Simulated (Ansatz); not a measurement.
Calculated with Ansatz (gas phase, PBE0-D4/def2-TZVP geometries, no zero-point term in ΔE). CCSD(T)/CBS adds triple-zeta CCSD(T) − MP2 to the extrapolated MP2 energy (def2 sets, frozen cores). This one scheme is used for every species. Functionals use def2-TZVPP. Elements past krypton have def2 core potentials. For Br, In outer-core shells are correlated without core-valence functions, which leaves a few kJ/mol of doubt a bond. Scalar relativity is left out up to krypton. Each species was taken in one conformer, which may not be the lowest.

`C[O][In]([OH])[OH]` + HBr → `[OH][In]([OH])[Br]` + CH₃OH  (ligand exchange at the In–O bond)

```json
{"level": "PBE0-D4", "ΔE (eV)": "-1.28"}
{"level": "PBE0", "ΔE (eV)": "-1.29"}
{"level": "SCS-MP2/def2-TZVPP", "ΔE (eV)": "-1.17"}
{"level": "CCSD/CBS(def2)", "ΔE (eV)": "-1.22"}
```

Problem. What does CCSD(T)/CBS give? (Best estimate.)

Solution. Computed: -1.19 eV. The listed levels differ from it by -0.09, -0.10, 0.02, -0.03 eV.

Largest T1 diagnostic among the species: 0.017.

In def2-TZVPP, CCSD(T) changes the Hartree–Fock value by +0.27 eV (the triples alone add +0.04 eV) and MP2 by +0.24 eV. From PBE to PBE0 (25 % exact exchange), in def2-TZVPP and without D4, ΔE moves by −0.11 eV.
